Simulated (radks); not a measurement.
Values are calculated unless marked as measured or tabulated.
S V, 12 electrons, occupied as [Ne] 3s2.

Code: a radial shooting solver on a logarithmic mesh with Libxc functionals. Model: scalar-relativistic Kohn-Sham, PBE, spin-polarised, spherical densities, point nucleus.

Energy parts (eV):
part                      energy
total                 -10743.701
kinetic                10787.947
electron-nucleus      -24906.725
Hartree                 4025.838
exchange-correlation    -650.761

Orbitals (lengths in bohr, moments of r in powers of bohr; <r^-3> diverges for s and p1/2; r(90%) holds 90 % of the orbital's charge):
| orbital | occ. | eigenvalue (eV) | r(90%) | <r^-3> | <r^2> |
|---|---|---|---|---|---|
| 1s | 2 | -2468.009 | 0.173 | - | 0.01263 |
| 2s | 2 | -271.1299 | 0.747 | - | 0.2705 |
| 2p | 6 | -216.1877 | 0.731 | 82.24 | 0.2410 |
| 3s | 2 | -65.9265 | 2.16 | - | 2.451 |

The highest occupied level is 3s at -65.927 eV. Summed over all electrons, <r^2> = 6.914 bohr^2, which gives a Langevin (diamagnetic) susceptibility term of -5.48 x 10^-6 cm^3/mol.
